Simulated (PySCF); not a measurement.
CH₃ClMgS, SMILES C[S][Mg][Cl]. Atoms are numbered in the order given.

```xyz
7

Mg     0.2155    -0.4989     0.0000
Cl    -0.1822    -2.6659     0.0000
S      0.6674     1.7549     0.0000
C     -1.0187     2.5195     0.0000
H     -1.5929     2.2522     0.8983
H     -0.8691     3.6080     0.0000
H     -1.5929     2.2522    -0.8983
```

Coordinates come from a B3LYP-D3(BJ)/def2-SVP optimisation. The values are those of a single conformer.

The numbers are results of PBE0/pcJ-1 run with PySCF, not measurements.

Isotropic couplings with Fermi-contact, spin-dipole and both spin-orbit terms, one fixed conformer, no vibrational averaging. Isotopes: 13C, 1H.

Computed spin–spin coupling constants:
```csv
pair,bonds apart,J (Hz)
C4–H5,1,139.9
C4–H6,1,142.3
C4–H7,1,139.9
H5–H6,2,-14.1
H5–H7,2,-10.4
H6–H7,2,-14.1
```
